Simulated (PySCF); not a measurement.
Nb(S)(OH)2(Me) (CH₅NbO₂S), SMILES [CH3][Nb]([OH])([OH])=[S], multiplicity 1.

Geometry: B3LYP-D3(BJ)/def2-SVP. The multiplicity is an assumed one; no other spin state was optimised. The structure was generated by enumeration; whether it is a known compound was not checked. The def2 effective core potentials stand for the cores of Nb; spin–orbit coupling is left out. The values are those of a single conformer.

Calculation: CAM-B3LYP/def2-TZVP (PySCF).

Isolated molecule, no solvent.

| Item | Result |
|---|---|
| total energy | -646.89369 hartree |
| point group | Cs |
| highest occupied level | -8.80 eV |
| lowest empty level | -0.66 eV |
| orbital gap | 8.14 eV |
| dipole moment | 1.66 D |
| quadrupole, principal values (traceless, Buckingham form, about the centre of nuclear charge) | -13.32, 1.64, 11.69 D·Å |
| mean static polarisability | 80.7 bohr³ (11.95 Å³) |
| polarisability, principal values | 70.7, 74.7, 96.7 bohr³ |
